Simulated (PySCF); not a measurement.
Compound: C₄H₆BN.
InChI=1S/C4H6BN/c1-2-3-4-5-6/h1,3-5H,6H2/b4-3-

Torsions of this conformer, `[CH:1]#[C:2]/[CH:3]=[CH:4]\[BH:5][NH2:6]`: C3–C4–B5–N6 9°, H–N6–B5–C4 -179°, H–N6–B5–C4 -1°.

The closed-shell ground state was solved at several levels (PySCF, density fitting, gas phase, non-relativistic). One conformer (not necessarily the lowest) at the PBE0-D3(BJ)/def2-SVP geometry, without solvent, vibrations or thermal averaging.

| level | basis functions | HOMO (eV) | LUMO (eV) | gap (eV) | dipole (D) |
| --- | --- | --- | --- | --- | --- |
| PBE/pcSseg-2 | 300 | -6.14 | -2.57 | 3.57 | 1.48 |
| LDA/def2-SVPD | 168 | -6.34 | -2.80 | 3.54 | 1.51 |
| PBE0/cc-pVTZ | 264 | -7.11 | -1.62 | 5.49 | 1.44 |
| LC-wPBE/def2-SVPD | 168 | -9.73 | 0.48 | 10.21 | 1.35 |
| wB97X-D/pcSseg-2 | 300 | -8.91 | 0.04 | 8.95 | 1.36 |
| HF/def2-SVPD | 168 | -9.34 | 1.85 | 11.19 | 1.18 |
| KT2/pcSseg-2 | 300 | -6.13 | -2.55 | 3.58 | 1.45 |
| PBE0/IGLO-III | 270 | -7.15 | -1.71 | 5.44 | 1.38 |
| PBE0/aug-cc-pVDZ | 192 | -7.14 | -1.70 | 5.44 | 1.37 |

Problem. What might B97-D/pcSseg-2 (300 basis functions) give for the same quantities?

Solution. HOMO -6.06 eV, LUMO -2.45 eV, gap 3.61 eV, dipole 1.44 D.

Problem. Over all these levels, which gives the widest orbital gap and which the narrowest?

Solution. HF/def2-SVPD (Hartree–Fock, all exact exchange) has the widest, 11.19 eV, and LDA/def2-SVPD (LDA) the narrowest, 3.54 eV. The two share the basis. From the narrowest to the widest the HOMO moves by -3.00 eV and the LUMO by +4.65 eV.

Problem. How much does the basis alone move the frontier levels among the 3 PBE0 rows?

Solution. The HOMO by 0.04 eV and the LUMO by 0.09 eV. By rising basis size (HOMO, LUMO in eV): aug-cc-pVDZ -7.14, -1.70; cc-pVTZ -7.11, -1.62; IGLO-III -7.15, -1.71.

Problem. How far do the dipole and the HOMO energy spread over the levels?

Solution. The dipole runs from 1.18 to 1.51 D (mean 1.40 D) and the HOMO from -9.73 to -6.06 eV.
